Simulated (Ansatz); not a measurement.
Ansatz (a first-principles code) input file for C2H9FOSi2, SMILES C[Si@H](O)[C@H](F)[SiH3], PBE/def2-SVPD. The structure is a stationary point at r2SCAN-D4/def2-SVP. The structure was generated by enumeration; whether it is a known compound was not checked. Other conformers were not sampled.

Ansatz 0.2 input:
```yaml
crystal:
  periodic: [false, false, false]
  atoms:
    - {symbol: C, position_ang: [-2.03519524, -0.14163434, -0.76722682]}
    - {symbol: Si, position_ang: [-0.60083042, -0.96570384, 0.09679196]}
    - {symbol: O, position_ang: [-1.01821107, -1.55277159, 1.60439576]}
    - {symbol: C, position_ang: [0.73036986, 0.34142089, 0.41530863]}
    - {symbol: F, position_ang: [0.07099584, 1.50296234, 0.89700097]}
    - {symbol: Si, position_ang: [1.78439188, 0.87188754, -1.07392483]}
    - {symbol: H, position_ang: [-2.91264397, -0.80257661, -0.85469839]}
    - {symbol: H, position_ang: [-1.75220618, 0.17133213, -1.78560080]}
    - {symbol: H, position_ang: [-2.32919781, 0.75910109, -0.20535504]}
    - {symbol: H, position_ang: [-0.00649331, -2.05090215, -0.75068105]}
    - {symbol: H, position_ang: [-1.81883773, -2.08620586, 1.66320697]}
    - {symbol: H, position_ang: [1.40337504, -0.02177794, 1.21793918]}
    - {symbol: H, position_ang: [2.61959316, -0.27939434, -1.53225130]}
    - {symbol: H, position_ang: [0.89722609, 1.31211784, -2.19156260]}
    - {symbol: H, position_ang: [2.66500269, 2.00852615, -0.67780272]}
basis:
  gaussian:
    orbitals: def2-SVPD
hamiltonian:
  xc: {name: PBE}
```

Output:

```
WARN ansatz: RAYON_NUM_THREADS=2 ignored (pool sized by the plan → 2); use --threads N
Functional definition: PBE
integrals: 0.17 GiB planned
1740 factors; their error is unknown
mean field: 1.09 GiB planned
mean field evaluation 1: about -22701.0812 eV, gradient 8.2e1 eV
mean field evaluation 2: about -22661.3979 eV, gradient 1.5e2 eV
mean field evaluation 4: about -22714.9592 eV, gradient 1.2e1 eV
mean field evaluation 8: about -22715.2627 eV, gradient 3.8e-1 eV
mean field evaluation 16: about -22715.1990 eV, gradient 2.7e-4 eV
mean field -22715.19904046 eV, -834.7681678221 hartree, gradient 4.8e-5 eV, S^2 0.000000; 0 other end points of the search recorded, 0 dependent functions left out
reference -22715.19909770 eV, -834.7681699256 hartree; 33, 33 occupied and 173, 173 virtual orbitals, 1740 factors
Total energy: -22715.19909770 eV, -834.7681699256 hartree
```

The calculation finished and met its thresholds.
